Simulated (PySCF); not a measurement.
Cl₂GeH, SMILES [Cl][GeH][Cl], multiplicity 2.

Geometry: ωB97X-D3(BJ)/def2-TZVP. The isomer is the one that the SMILES or the coordinates give; other isomers of the formula were not compared.

Calculation: ωB97X-D3(BJ)/def2-TZVP (PySCF).

Frequencies are harmonic and unscaled.

Computed harmonic wavenumbers and intensities:
```tsv
mode	ν (cm⁻¹)	IR (km/mol)	moving atoms (share of kinetic energy)
1	144	3.0	Cl 77 %, Ge 22 %
2	426	32.7	Cl 73 %, Ge 27 %
3	441	104.3	Cl 61 %, Ge 39 %
4	600	17.5	H 93 %
5	664	35.3	H 98 %
6	2077	90.3	H 99 %
```
